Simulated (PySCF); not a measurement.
A GIAO shielding run with PySCF (density fitting, non-relativistic, gas phase) on SMILES C[Si@H](O[SiH3])N1CCCC1, C$_{5}$H$_{15}$NOSi$_{2}$:

```
$ OMP_NUM_THREADS=1 python probes_run.py task.json out

{"job": {"kind": "nmr", "xc": "PBE0", "basis": "pcSseg-1"}, "charge": 0, "multiplicity": 1}
C      1.247700    -2.334459    -0.810760
Si     1.005843    -0.470746    -1.036146
O      2.208273     0.375309    -0.338751
Si     3.182927     0.851990     0.855335
N     -0.451423     0.007916    -0.278695
C     -0.703028     1.373709     0.161416
C     -2.215734     1.468573     0.371733
C     -2.614236     0.017237     0.624463
C     -1.699849    -0.724420    -0.344115
H      1.149884    -2.635406     0.228479
H      2.236807    -2.627274    -1.147332
H      0.526371    -2.898599    -1.392426
H      1.151531    -0.065526    -2.443900
H      3.581202     2.208244     0.483910
H      2.462177     0.833910     2.129870
H      4.315783    -0.073233     0.895276
H     -0.161599     1.552821     1.097008
H     -0.344317     2.101605    -0.570653
H     -2.700674     1.829861    -0.536392
H     -2.477422     2.132458     1.193638
H     -2.376190    -0.264617     1.650387
H     -3.669169    -0.174512     0.438457
H     -2.124596    -0.696986    -1.358531
H     -1.541998    -1.768090    -0.070509
```

Hardware: 1 thread of an Arm Neoverse N1, shared host. The job also computes population analyses, field gradients, ring-centre shieldings.

Q: How large is the calculation?

A: 88 electrons, 242 basis functions and 1296 auxiliary functions.

Q: How long does it take?

A: 120 s of wall time, with 13 SCF cycles and 4 response iterations. Times on a shared host scatter by some tens of per cent.
